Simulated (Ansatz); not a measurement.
`BCO[SiH2][SiH3]` + H₂ → `BCO[SiH3]` + SiH₄ at 500 K and 1 bar (hydrogenolysis of the Si–Si bond).

Gas-phase electronic energies from Ansatz, PBE0-D4/def2-TZVP geometries. CCSD(T)/CBS adds triple-zeta CCSD(T) − MP2 to the extrapolated MP2 energy (def2 sets, frozen cores). This one scheme is used for every species. Each species was taken in one conformer, which may not be the lowest.

| species | CCSD(T)/CBS energy (Eh) | H − E (kJ/mol) | S (J/(mol·K)) |
| --- | --- | --- | --- |
| `BCO[SiH2][SiH3]` | -721.57946 | 306.4 | 481.9 |
| H₂ | -1.17544 | 41.0 | 145.5 |
| `BCO[SiH3]` | -431.30140 | 246.1 | 393.6 |
| SiH₄ | -291.46306 | 102.4 | 230.9 |

H − E and S are ideal-gas, rigid-rotor, harmonic terms from PBE0-D4/def2-TZVP, for one conformer and one mirror image of each species. For small species the MP2-based limit differs from directly extrapolated CCSD(T) by up to some mEh (0.8 for H₂); such offsets cancel only in part. 1 Eh = 2625.50 kJ/mol, R = 8.31446 J/(mol·K).

Q: By hand: ΔE, ΔH, ΔS and ΔG.

A: ΔE = (-431.30140) + (-291.46306) − (-721.57946) − (-1.17544) = -0.00956 Eh = -25.1 kJ/mol. Δ(H − E) = 246.1 + 102.4 − 306.4 − 41.0 = 1.1, so ΔH = -24.0 kJ/mol. ΔS = 393.6 + 230.9 − 481.9 − 145.5 = -2.9 J/(mol·K). ΔG = -24.0 − 500 × (-2.9)/1000 = -22.6 kJ/mol.

Q: By hand: the equilibrium constant, and the temperature at which ΔG would vanish if ΔH and ΔS stayed fixed.

A: log₁₀ K = −ΔG/(RT ln 10) = 2.4. ΔG = 0 at ΔH/ΔS = 8276 K, far beyond where these terms or the molecules hold.

The number of gas molecules stays the same, so ΔS is small and ΔH decides. A doubt of 5 kJ/mol in ΔE shifts log₁₀ K by 0.5 here. Other conformers and mirror images would add mixing entropy, several J/(mol·K) or more a flexible species. Modes under 60 cm⁻¹, often nearly free rotors, make the harmonic entropy too high. These are equilibria of isolated gas molecules and say nothing of rates. Largest T1 diagnostic: 0.012 (customary marks: 0.02 for closed shells, 0.045 for open ones).
